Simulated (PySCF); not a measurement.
**Electronic structure of Re³⁺ (rhenium, charge +3) at the UHF level**

Configuration: [Xe] 4f14 5d4, high-spin 5D determinant. All numbers are calculated (PySCF 2.14, scalar relativity through the core potential, in aug-cc-pVQZ-PP with ECP60MDF (7s7p6d4f3g2h, 135 functions)).

- Total energy: -76.041811 hartree
- One-electron energy: -117.5989 hartree
- Hartree (Coulomb) energy: 48.7116 hartree
- Exchange energy: -7.1545 hartree
- ⟨S²⟩: 6.0034
- ⟨L²⟩: 6.024
- Sum of ⟨r⟩: 16.22 bohr
- Sum of ⟨r²⟩: 25.25 bohr²
- Traceless quadrupole moment −½Σ⟨3z² − r²⟩ along its main axis: -0.880 e·bohr²

```tsv
shell	electrons	mean orbital energy (hartree)	spread (hartree)	rms radius, mean of both spins (bohr)
5s α	1	-4.86091	0	1.12
5s β	1	-4.66609	0	1.12
5p α	3	-3.31577	0.03472	1.29
5p β	3	-3.03176	0.05607	1.29
5d α	4	-1.47879	0.04999	1.79
```

Energies and moments cover only the electrons outside the core potential. Spin-orbit coupling, absent here, splits the open shell strongly.
